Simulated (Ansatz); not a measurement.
SbF₃. Total charge 0; singlet. Geometry relaxed at B3LYP-D4/def2-TZVP.

```xyz
4

Sb   -0.1182   -0.5748   -0.4645
F     0.0971    1.2015   -1.1096
F     1.3944   -0.5173    0.6873
F    -1.3734   -0.1094    0.8867
```

In the def2 sets Sb takes a core potential; there is no spin–orbit coupling.

Q: Estimate the harmonic wavenumbers at RKS B3LYP-D4/def2-TZVP (Ansatz, unscaled). Is this a minimum?

A: 194, 194, 239, 623, 623, 647 cm⁻¹. Yes, no mode is imaginary beyond noise. Zero-point energy 15.1 kJ/mol. Run time 16 s (4 threads of Arm Neoverse V2 on a shared host).
